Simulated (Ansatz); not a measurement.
`B[O][AlH][NH2]` + `BC(C)C` → `BC(B)C` + `C[O][AlH][NH2]`  (redistribution)

Calculated with Ansatz (gas phase, PBE0-D4/def2-TZVP geometries, no zero-point term in ΔE). CCSD(T)/CBS is the MP2 limit (def2-TZVPP, def2-QZVPP) plus CCSD(T) − MP2 in def2-TZVPP, frozen cores. This one scheme is used for every species. DFT in def2-TZVPP. B3LYP here is the variant with VWN-RPA as its local correlation; programs differ in this. HSE06 is defined as in plane-wave codes. One conformer a species, not always the lowest.

CCSD(T)/CBS gives +1.90 eV.

Q: Another level gave +1.77 eV. Which?
A. B3LYP-D4/def2-TZVPP
B. PBE/def2-TZVPP
C. BHLYP/def2-TZVPP
D. HSE06/def2-TZVPP

A: B. PBE 1.77, BHLYP 1.92, HSE06 1.82, B3LYP-D4 1.87 eV.

Largest T1 diagnostic among the species: 0.013.

At CCSD(T), def2-SVP lies +0.13 eV from the extrapolated value and def2-TZVPP −0.00 eV. From BLYP to BHLYP (50 % exact exchange), in def2-TZVPP and without D4, ΔE moves by +0.09 eV. Leaving LDA and LC-ωPBE aside and taking each functional with its dispersion term where it has one, the values, not all of them listed here, spread over 0.16 eV, from revPBE-D4 to BHLYP-D4. LDA lies +0.04 eV from PBE without D4.
